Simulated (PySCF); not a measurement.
Al(Cl)(Me)(NHMe) (C2H7AlClN), SMILES C[NH][Al]([CH3])[Cl].

Coordinates come from a B3LYP-D3(BJ)/def2-SVP optimisation. The structure was generated by enumeration; whether it is a known compound was not checked. Other conformers were not sampled.

Level of theory: TDDFT-PBE/def2-SVPD (PySCF).

Vertical excitations.  State labels are in the subgroup Cs.

```csv
state,symmetry,energy (eV),λ (nm),f,main pairs
S1,A",4.67,266,0.013,HOMO→LUMO 100 %
S2,A',5.44,228,0.120,HOMO→LUMO+1 96 %
S3,A",5.86,212,0.005,HOMO→LUMO+2 100 %
S4,A",6.15,202,0.003,HOMO→LUMO+3 99 %
S5,A',6.31,196,0.117,HOMO−1→LUMO 94 %
S6,A",6.45,192,0.002,HOMO−1→LUMO+1 97 %
S7,A",6.73,184,0.025,HOMO−2→LUMO 88 %
S8,A',6.85,181,0.020,HOMO−3→LUMO 95 %
S9,A",6.86,181,0.031,HOMO→LUMO+4 85 %
S10,A",6.92,179,0.003,HOMO→LUMO+5 99 %
T1,A",4.44,279,0,HOMO→LUMO 99 %
T2,A',4.47,277,0,HOMO→LUMO+1 99 %
T3,A",5.73,217,0,HOMO→LUMO+2 99 %
T4,A',5.95,209,0,HOMO−1→LUMO 98 %
```
Triplets are in the Tamm–Dancoff approximation, which puts them higher than full response would, so one can lie above its singlet here.
